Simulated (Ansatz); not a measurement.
`[Li][S]C` + trimethylsilanol → `[Li][O][Si](C)(C)C` + CH₃SH at 400 K and 1 bar (ligand exchange at a Li–S bond).

Computed with Ansatz on PBE0-D4/def2-TZVP structures; ΔE is electronic, products minus reactants. CCSD(T)/CBS adds triple-zeta CCSD(T) − MP2 to the extrapolated MP2 energy (def2 sets, frozen cores). This one scheme is used for every species. For Li outer-core shells are correlated without core-valence functions, which leaves a few kJ/mol of doubt a bond. Each species was taken in one conformer, which may not be the lowest.

| species | CCSD(T)/CBS energy (Eh) | H − E (kJ/mol) | S (J/(mol·K)) |
| --- | --- | --- | --- |
| `[Li][S]C` | -445.16369 | 123.2 | 312.6 |
| `C[Si](C)(C)O` | -484.52812 | 368.5 | 416.1 |
| `[Li][O][Si](C)(C)C` | -491.47794 | 347.8 | 432.8 |
| CH₃SH | -438.22835 | 138.7 | 269.4 |

H − E and S are ideal-gas, rigid-rotor, harmonic terms from PBE0-D4/def2-TZVP, for one conformer and one mirror image of each species. 1 Eh = 2625.50 kJ/mol, R = 8.31446 J/(mol·K).

By hand: ΔE, ΔH, ΔS and ΔG.

ΔE = (-491.47794) + (-438.22835) − (-445.16369) − (-484.52812) = -0.01448 Eh = -38.0 kJ/mol. Δ(H − E) = 347.8 + 138.7 − 123.2 − 368.5 = -5.2, so ΔH = -43.2 kJ/mol. ΔS = 432.8 + 269.4 − 312.6 − 416.1 = -26.5 J/(mol·K). ΔG = -43.2 − 400 × (-26.5)/1000 = -32.6 kJ/mol.

By hand: the equilibrium constant, and the temperature at which ΔG would vanish if ΔH and ΔS stayed fixed.

log₁₀ K = −ΔG/(RT ln 10) = 4.3. ΔG = 0 at ΔH/ΔS = 1630 K.

ΔH outweighs TΔS. A doubt of 5 kJ/mol in ΔE shifts log₁₀ K by 0.7 here. Other conformers and mirror images would add mixing entropy, several J/(mol·K) or more a flexible species. Modes under 60 cm⁻¹, often nearly free rotors, make the harmonic entropy too high. These are equilibria of isolated gas molecules and say nothing of rates. Largest T1 diagnostic: 0.011 (customary marks: 0.02 for closed shells, 0.045 for open ones).
